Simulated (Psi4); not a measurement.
Pair of molecules: SiH4 (SMILES [SiH4]) (first 5 atoms) with CH2O (SMILES C=O); geometry from B3LYP-D3(BJ)/def2-TZVP, rigid monomers moved along the line of their centres of mass till Si1···C6 is 6.85 Å.
(charge 0, multiplicity 1):
```xyz
9

Si     0.02134     0.09223     0.17659
H     -0.65052    -1.10977     0.72362
H      0.49347     0.92815     1.30421
H     -0.93864     0.86205    -0.64425
H      1.17498    -0.32248    -0.65109
C     -0.33680    -0.64946     6.97324
O     -0.02263    -0.10250     7.99224
H     -1.31051    -0.46306     6.47951
H      0.32756    -1.37461     6.46402
```

These are SAPT0/jun-cc-pV(D+d)Z (Psi4) values and carry that method's errors.

Q: Which attractive term is largest, and how does the interaction split up?

A: electrostatics 0.00, exchange 0.00, induction 0.00, dispersion -0.02, total -0.03 kcal/mol; the largest attraction is dispersion.
